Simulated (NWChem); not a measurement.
System: CdHF; SMILES [F][CdH]

Parts of the log:

```
             Northwest Computational Chemistry Package (NWChem) 7.3.0
             --------------------------------------------------------

 ORDER OF PRIMARY AXIS IS BEING SET TO 4
 C4V symmetry detected

                             Geometry "geometry" -> ""
                             -------------------------

 Output coordinates in angstroms (scale by  1.889725989 to convert to a.u.)

  No.       Tag          Charge          X              Y              Z
 ---- ---------------- ---------- -------------- -------------- --------------
    1 Cd                  48.0000     0.00000000     0.00000000    -0.27161173
    2 H                    1.0000     0.00000000     0.00000000    -1.90548486
    3 F                    9.0000     0.00000000     0.00000000     1.66031645

 Effective nuclear repulsion energy (a.u.)     135.2115711875

      Symmetry information
      --------------------

 Group name             C4v
 Group number             18
 Group order               8
 No. of unique centers     3

                                 NWChem DFT Module
                                 -----------------

 Summary of "ao basis" -> "ao basis" (spherical)
 ------------------------------------------------------------------------------
       Tag                 Description            Shells   Functions and Types
 ---------------- ------------------------------  ------  ---------------------
 Cd                        def2-tzvp                14       40   6s4p3d1f
 H                         def2-tzvp                 4        6   3s1p
 F                         def2-tzvp                11       31   5s3p2d1f

      Symmetry analysis of basis
      --------------------------

        a1         29
        a2          0
        b1          7
        b2          7
        e          34

            General Information
            -------------------
          SCF calculation type: DFT
          Wavefunction type:  closed shell.
          No. of atoms     :     3
          No. of electrons :    30
           Alpha electrons :    15
            Beta electrons :    15
          Charge           :     0
          Spin multiplicity:     1
          Use of symmetry is: on ; symmetry adaption is: on
          Maximum number of iterations: 150
          AO basis - number of functions:    77
                     number of shells:    29
          Convergence on energy requested:  1.00D-06
          Convergence on density requested:  1.00D-05
          Convergence on gradient requested:  5.00D-04

              XC Information
              --------------
                        M06-L Method XC Functional
                         M06-L Exchange Functional  1.000
                       M06-L Correlation Potential  1.000

             Grid Information
             ----------------
          Grid used for XC integration:  medium
          Radial quadrature: Mura-Knowles
          Angular quadrature: Lebedev.
          Tag              B.-S. Rad. Rad. Pts. Rad. Cut. Ang. Pts.
          ---              ---------- --------- --------- ---------
          Cd                  1.55      123           8.0       590
          H                   0.35       45           9.0       434
          F                   0.50       49          10.0       434
          Grid pruning is: on
          Number of quadrature shells:   217
          Spatial weights used:  Erf1

      Superposition of Atomic Density Guess
      -------------------------------------

 Sum of atomic energies:        -291.83278391

      Non-variational initial energy
      ------------------------------

 Total energy =    -266.763851
 1-e energy   =    -550.956976
 2-e energy   =     227.075852
 HOMO         =      -0.414063
 LUMO         =      -0.016626

      Symmetry analysis of molecular orbitals - initial
      -------------------------------------------------

 !! scf_movecs_sym_adapt:   14 vectors were symmetry contaminated

  Symmetry fudging

 !! scf_movecs_sym_adapt:    6 vectors were symmetry contaminated

  Numbering of irreducible representations:

     1 a1          2 a2          3 b1          4 b2          5 e

  Orbital symmetries:

     1 a1          2 a1          3 a1          4 e           5 e
     6 a1          7 a1          8 e           9 e          10 b1
    11 b2         12 e          13 e          14 a1         15 a1
    16 a1         17 e          18 e          19 a1         20 a1
    21 e          22 e          23 a1         24 a1         25 e

     ---------------------------------------------
      Total Density - Mulliken Population Analysis
     ---------------------------------------------

    Atom       Charge   Shell Charges
 -----------   ------   -------------------------------------------------------
    1 Cd  20    19.13   0.04 -0.43  1.59  0.79  0.65  0.40  5.18  0.82  0.11  0.03  5.94  3.27  0.75  0.00
    2 H    1     1.02   0.18  0.49  0.34  0.01
    3 F    9     9.85   0.77  1.20  0.62  1.02  0.35  2.44  2.40  1.04  0.00  0.00  0.00

   convergence    iter        energy       DeltaE   RMS-Dens  Diis-err
 ---------------- ----- ----------------- --------- --------- ---------
 d= 0,ls=0.0,diis     1   -268.2705461127 -3.25D+02  3.89D-02  7.78D-01
 d= 0,ls=0.0,diis     2   -264.4517958549  3.82D+00  3.21D-02  3.54D+01
 d= 0,ls=0.0,diis     3   -268.3443796731 -3.89D+00  2.35D-03  2.78D-01
 d= 0,ls=0.0,diis     4   -268.3655909065 -2.12D-02  1.24D-03  1.83D-02
 d= 0,ls=0.0,diis     5   -268.3629726474  2.62D-03  2.12D-03  8.38D-03
  Resetting Diis
 d= 0,ls=0.0,diis     6   -268.3645874965 -1.61D-03  1.76D-03  8.83D-04
 d= 0,ls=0.0,diis     7   -268.3649722377 -3.85D-04  2.44D-04  2.27D-04
 d= 0,ls=0.0,diis     8   -268.3649654505  6.79D-06  1.42D-04  4.58D-04
 d= 0,ls=0.0,diis     9   -268.3649989620 -3.35D-05  5.21D-05  2.01D-06
 d= 0,ls=0.0,diis    10   -268.3649991189 -1.57D-07  1.41D-05  9.06D-07
 d= 0,ls=0.0,diis    11   -268.3649992478 -1.29D-07  4.52D-06  5.14D-07

         Total DFT energy =     -268.364999247818
      One electron energy =     -551.593896184063
           Coulomb energy =      252.548018781300
    Exchange-Corr. energy =      -26.436394667545
 Nuclear repulsion energy =       57.117272822491

 Numeric. integr. density =       29.999998661845

                  Occupations of the irreducible representations
                  ----------------------------------------------

                     irrep           alpha         beta
                     --------     --------     --------
                     a1                7.0          7.0
                     a2                0.0          0.0
                     b1                1.0          1.0
                     b2                1.0          1.0
                     e                 6.0          6.0

                       DFT Final Molecular Orbital Analysis
                       ------------------------------------

 Vector   13  Occ=2.000000D+00  E=-3.053117D-01  Symmetry=a1
              MO Center= -1.9D-14,  8.9D-15, -8.0D-01, r^2= 3.1D+00
   Bfn.  Coefficient  Atom+Function         Bfn.  Coefficient  Atom+Function
  ----- ------------  ---------------      ----- ------------  ---------------
     5      0.317066  1 Cd s                 42      0.307021  2 H  s
    54      0.243664  3 F  pz                43      0.228433  2 H  s
    57      0.210574  3 F  pz                 3     -0.198714  1 Cd s
     9      0.166066  1 Cd pz                15     -0.166122  1 Cd pz
    41      0.159483  2 H  s                 60      0.136110  3 F  pz

 Vector   14  Occ=2.000000D+00  E=-2.922619D-01  Symmetry=e
              MO Center=  3.8D-15, -7.8D-15,  1.6D+00, r^2= 7.3D-01
   Bfn.  Coefficient  Atom+Function         Bfn.  Coefficient  Atom+Function
  ----- ------------  ---------------      ----- ------------  ---------------
    53      0.428130  3 F  py                56      0.351661  3 F  py
    59      0.271830  3 F  py                52     -0.218307  3 F  px
    55     -0.179315  3 F  px                58     -0.138609  3 F  px
    20     -0.123365  1 Cd d -1              14      0.069646  1 Cd py
    25     -0.065311  1 Cd d -1              22     -0.062905  1 Cd d  1

 Vector   15  Occ=2.000000D+00  E=-2.922619D-01  Symmetry=e
              MO Center=  1.8D-14,  9.1D-15,  1.6D+00, r^2= 7.3D-01
   Bfn.  Coefficient  Atom+Function         Bfn.  Coefficient  Atom+Function
  ----- ------------  ---------------      ----- ------------  ---------------
    52      0.428130  3 F  px                55      0.351661  3 F  px
    58      0.271830  3 F  px                53      0.218307  3 F  py
    56      0.179315  3 F  py                59      0.138609  3 F  py
    22      0.123365  1 Cd d  1              13      0.069646  1 Cd px
    27      0.065311  1 Cd d  1              20     -0.062905  1 Cd d -1

 Vector   16  Occ=0.000000D+00  E=-4.878372D-02  Symmetry=a1
              MO Center= -3.2D-14, -3.1D-14, -2.5D-01, r^2= 4.1D+00
   Bfn.  Coefficient  Atom+Function         Bfn.  Coefficient  Atom+Function
  ----- ------------  ---------------      ----- ------------  ---------------
     6      0.769655  1 Cd s                 43     -0.671023  2 H  s
     5      0.613005  1 Cd s                  3     -0.260806  1 Cd s
    21      0.239744  1 Cd d  0              42     -0.226161  2 H  s
    51     -0.209068  3 F  s                 54      0.182769  3 F  pz
     4     -0.180053  1 Cd s                 57      0.166169  3 F  pz

[...]
```

Level: M06-L/def2-TZVP with def2 effective core potentials on Cd. Structure relaxed at the PBE0/def2-SVP level. def2 effective core potentials on Cd; no spin-orbit coupling.

Problem. Reconstruct the input file.

Solution. One answer among several that fit: the input that was run:
```
start job
memory heap 200 mb stack 900 mb global 1100 mb
geometry units angstroms noautoz
  Cd    -0.295677    -0.182418     0.000000
  H     -0.671895    -1.772387     0.000000
  F      0.149239     1.697581     0.000000
end
basis spherical
  * library def2-tzvp
end
ecp
  Cd library def2-ecp
end
dft
  xc m06-l
  iterations 150
  mulliken
end
task dft energy
```
